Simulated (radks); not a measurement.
Neutral silicon inside a hard spherical wall (all orbitals vanish at R), configuration held at [Ne] 3s2 3p2 and not refilled when levels cross. All-electron calculation, scalar-relativistic Kohn-Sham, LDA (Slater exchange, Perdew-Wang correlation), spin-polarised, spherical densities, finite nucleus; open shells are filled with parallel spins first; Fermi nuclear charge, rms radius 3.1224 fm. Program: a radial shooting solver on a logarithmic mesh with Libxc functionals. Eigenvalues in eV for spin up, with the zero of energy where the potential of the charges vanishes at infinity; a dash marks a level that is unbound or too diffuse for the functional's potential to be trusted. A positive occupied level is held by the wall or, in an anion where self-interaction has pushed it up, behind a barrier. The pressure on the wall is -dE/dV.

R (bohr)  E (hartree)  kinetic (hartree)    e(2s)    e(2p)    e(3s)   e(3p)  e(4s, empty)  e(4p, empty)  pressure (GPa)
free       -288.84546            289.279  -138.60  -95.487  -11.378  -4.615        -0.406             -               0
20         -288.84546            289.279  -138.60  -95.487  -11.378  -4.615        -0.393         0.371        < 0.0001
15         -288.84546            289.279  -138.60  -95.487  -11.377  -4.615        -0.322         0.677        < 0.0001
10         -288.84523            289.282  -138.57  -95.459  -11.357  -4.594         0.304         2.049         0.00651
8          -288.84301            289.299  -138.40  -95.292  -11.243  -4.469         1.571         4.116           0.105
6          -288.81910            289.443  -137.39  -94.273  -10.586  -3.670         6.151        10.275            2.08
4          -288.50887            290.745  -131.44  -88.301   -6.244   1.831        28.280        35.296            66.4
3.5        -288.17578            291.887  -127.55  -84.376   -2.671   6.218        43.969        51.816             180
2.5        -285.84888            298.416  -112.27  -68.915   18.285  30.171        121.96        129.42            1820
2          -281.73116            308.545  -96.770  -52.955   52.189  65.740        227.69        229.24            7730
1.5        -269.01742            337.481  -65.302  -19.433   150.82  160.48        489.08        464.86           47200
